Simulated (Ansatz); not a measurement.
Computed with Ansatz on PBE0-D4/def2-TZVP structures; ΔE is electronic, products minus reactants. CBS: MP2 limit from def2 TZ/QZ plus the TZ coupled-cluster correction, frozen cores. This one scheme is used for every species. Functionals use def2-TZVPP. B3LYP here is the variant with VWN-RPA as its local correlation; programs differ in this. Each species was taken in one conformer, which may not be the lowest.

Consider the substitution at a C–Si bond: `C[SiH2]C` + `CO[Si](N)(F)F` → `CN[Si](F)(F)OC` + `C[SiH3]`.

```
             level  ΔE (kJ/mol)
            r2SCAN         84.8
             B3LYP         77.7
     HF/def2-TZVPP         73.6
SCS-MP2/def2-TZVPP         79.1
```

**Question.** What does CCSD(T)/CBS give? (Estimate.)

**Answer.** Ansatz gave: +82.9 kJ/mol. The listed levels differ from it by 1.9, -5.2, -9.3, -3.8 kJ/mol.

Largest T1 diagnostic among the species: 0.011.

In def2-TZVPP, CCSD(T) changes the Hartree–Fock value by +6.1 kJ/mol (the triples alone add +0.4 kJ/mol) and MP2 by +11.3 kJ/mol.
